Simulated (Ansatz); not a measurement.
A CCSD(T) single point on `C1[O][GaH][S]1`.

```yaml
crystal:
  periodic: [false, false, false]
  atoms:
    - {symbol: C, position_ang: [-0.476508, 0.877842, -0.023822]}
    - {symbol: O, position_ang: [0.363315, 0.315344, 0.945003]}
    - {symbol: Ga, position_ang: [0.703112, -1.247473, 0.080156]}
    - {symbol: S, position_ang: [-0.610296, -0.350094, -1.418318]}
    - {symbol: H, position_ang: [-0.062750, 1.807714, -0.424288]}
    - {symbol: H, position_ang: [-1.480390, 1.059752, 0.370332]}
    - {symbol: H, position_ang: [1.563517, -2.463076, 0.470936]}
basis:
  gaussian: {orbitals: def2-TZVPP}
correlation: {method: ccsd_t}
output: {orbitals: {seedname: orbitals}}
```

```sh
$ ansatz run in.yaml --threads 2 --pin off --events-out ev --progress --plain --max-ram 4352MiB
```

Log, shortened:

```
Functional definition: HF
1193 factors; integrals over basis functions are off by at most 1.0e-3 eV
mean field evaluation 1: about -66265.5389 eV, gradient 3.8e1 eV
mean field evaluation 2: about -66265.7722 eV, gradient 3.8e1 eV
mean field evaluation 4: about -66268.9631 eV, gradient 3.8e0 eV
mean field evaluation 8: about -66269.0233 eV, gradient 2.7e-1 eV
mean field -66269.02379695 eV, -2435.3417057801 hartree, gradient 4.2e-6 eV, S^2 0.000000; 0 other end points of the search recorded, 0 dependent functions left out
16 core orbitals not correlated: weight in the atoms' cores, before any rotation towards them, 1.000 or more for the frozen orbitals, at most 0.000 for the correlated occupied ones
reference -66269.02379695 eV, -2435.3417057801 hartree; 16, 16 occupied and 162, 162 virtual orbitals, 1193 factors
second order -21.76543380 eV of doubles, -0.00000000 eV of singles
cycle   1  -21.42307169 eV  change    3.4e-1 eV  update   1.3e-1
cycle   2  -22.11020333 eV  change   -6.9e-1 eV  update   4.0e-2
cycle   3  -22.25525709 eV  change   -1.5e-1 eV  update   2.2e-2
cycle   4  -22.23981424 eV  change    1.5e-2 eV  update   6.7e-3
cycle   5  -22.23490986 eV  change    4.9e-3 eV  update   3.8e-3
cycle   6  -22.23682811 eV  change   -1.9e-3 eV  update   1.3e-3
cycle   7  -22.23641179 eV  change    4.2e-4 eV  update   5.2e-4
cycle   8  -22.23630903 eV  change    1.0e-4 eV  update   1.4e-4
cycle   9  -22.23638107 eV  change   -7.2e-5 eV  update   5.7e-5
cycle  10  -22.23638070 eV  change    3.7e-7 eV  update   1.9e-5
perturbative correction -1.03376807 eV, -0.0379902758 hartree
Total energy: -66292.29394572 eV, -2436.1968679743 hartree
```

Run time 96 s (2 threads of an Arm Neoverse V1 on a shared host); peak host memory 2.2 GiB.

Correlation energy per correlated electron: -0.727 eV. T1 diagnostic: 0.0159.
